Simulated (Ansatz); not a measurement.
Geometry optimisation, RKS B3LYP/6-31G (Ansatz).

The input (input.yaml):

```yaml
crystal:
  periodic: [false, false, false]
  atoms:
    - { symbol: Al, position_ang: [0.0, 0.0, 0.0] }
    - { symbol: F, position_ang: [0.0, 0.0, 1.69] }
    - { symbol: Cl, position_ang: [1.9312, 0.0, -1.115] }
    - { symbol: O, position_ang: [-1.5415, 0.0, -0.89] }
    - { symbol: Si, position_ang: [-2.6907, -1.2238, -0.8267] }
    - { symbol: H, position_ang: [-2.2881, -2.2198, 0.162] }
    - { symbol: H, position_ang: [-3.9833, -0.6595, -0.4496] }
    - { symbol: H, position_ang: [-2.8007, -1.8572, -2.1376] }
basis:
  gaussian: { orbitals: "6-31G" }
hamiltonian:
  xc: b3lyp
relax:
  f_tol: 0.02
  max_steps: 40
output:
  orbitals: {}
```

Run as:

```bash
$ ansatz run input.yaml --threads 1 --pin off --max-ram 2048MiB --backend cpu --events-out ev --progress --plain --runs-dir out
```

Where does it end, and by what steps?

The run converged. Limits of this set-up: no polarisation functions. After 9 steps the energy has fallen by 0.570 eV; O4 moved furthest, 0.89 Å.

```
step  energy less start (eV)  largest force component (eV/Å)  accepted
   0                  0.0000                           2.762       yes
   1                 -0.2381                           1.535       yes
   2                 -0.3656                           0.767       yes
   3                 -0.4290                           0.686       yes
   4                 -0.4950                           0.610       yes
   5                 -0.5580                           0.135       yes
   6                 -0.5678                           0.030       yes
   7                 -0.5687                           0.024       yes
   8                 -0.5693                           0.026       yes
   9                 -0.5696                           0.005       yes
```

```xyz
8
Properties=species:S:1:pos:R:3
Al 0.142 0.025 0.108
F 0.363 0.618 1.684
Cl 1.834 0.233 -1.241
O -1.300 -0.679 -0.376
Si -2.781 -1.386 -0.836
H -2.960 -2.678 -0.095
H -3.901 -0.447 -0.497
H -2.770 -1.646 -2.314
```

The run took 40 s on 1 thread of Arm Neoverse V2 (shared host), peak memory 0.18 GiB.
